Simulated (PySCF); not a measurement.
# revPBE on P²⁺ (phosphorus, charge +2)

Configuration: [Ne] 3s1 3p2, high-spin 4P determinant (an excited configuration). Computed with PySCF 2.14 in aug-cc-pV(T+d)Z (6s5p4d2f, 55 functions), with no relativity, point nucleus.

- Total energy: -339.8446 hartree
- One-electron energy: -458.3522 hartree
- Hartree (Coulomb) energy: 141.0220 hartree
- Exchange-correlation energy: -22.5144 hartree
- Kinetic energy: 338.77993 hartree
- ⟨S²⟩: 3.7500
- ⟨L²⟩: 2.001
- Sum of ⟨r⟩: 9.745 bohr
- Sum of ⟨r²⟩: 14.47 bohr²
- Traceless quadrupole moment −½Σ⟨3z² − r²⟩ along its main axis: 1.75 e·bohr²
- Density at the nucleus (Gaussians lack the cusp): 2150 bohr⁻³
- Spin density at the nucleus: 7.71 bohr⁻³
- Langevin diamagnetic susceptibility: -11.5 ×10⁻⁶ cm³/mol

```
shell  electrons  mean orbital energy (eV)  spread (eV)  rms radius, mean of both spins (bohr)
 1s α          1                   -2104.4            0                                  0.120
 1s β          1                   -2104.0            0                                  0.120
 2s α          1                   -197.98            0                                  0.568
 2s β          1                   -197.39            0                                  0.568
 2p α          3                   -149.41        0.372                                  0.542
 2p β          3                   -148.72        0.699                                  0.542
 3s α          1                   -35.817            0                                   1.85
 3p α          2                   -26.135            0                                   2.08
```
